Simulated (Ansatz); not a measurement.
Two isomers of H5NOSiSn: A = `N[SiH]1[O][SnH2]1`, B = `[NH2][SnH]1[O][SiH2]1`.

Calculated with Ansatz (gas phase, PBE0-D4/def2-TZVP geometries, no zero-point term in ΔE). CCSD(T)/CBS adds triple-zeta CCSD(T) − MP2 to the extrapolated MP2 energy (def2 sets, frozen cores). DFT in def2-TZVPP. B3LYP here is the variant with VWN-RPA as its local correlation; programs differ in this. Elements past krypton have def2 core potentials. For Sn outer-core shells are correlated without core-valence functions, which leaves a few kJ/mol of doubt a bond. Each species was taken in one conformer, which may not be the lowest.

(1) Which is lower in electronic energy at CCSD(T)/CBS, and by how much? (Best estimate.)

(2) Give E(B) − E(A) in kJ/mol with CCSD(T)/def2-TZVPP, PBE0-D4, B2PLYP, r2SCAN-D4, B3LYP, MP2/def2-TZVPP, HF/def2-TZVPP. (An estimate is asked.)

Largest T1 diagnostic: 0.016.

Answers

(1) Computed: A, by 72.9 kJ/mol.

(2) Ansatz gave: CCSD(T)/def2-TZVPP 75.1, PBE0-D4 79.0, B2PLYP 76.1, r2SCAN-D4 80.7, B3LYP 78.0, MP2/def2-TZVPP 74.0, HF/def2-TZVPP 81.6. None reverses the order clearly.

In def2-TZVPP, CCSD(T) changes the Hartree–Fock value by −6.6 kJ/mol (the triples alone add −1.6 kJ/mol) and MP2 by −7.6 kJ/mol. From PBE to PBE0 (25 % exact exchange), in def2-TZVPP and without D4, E(B) − E(A) moves by +4.3 kJ/mol.
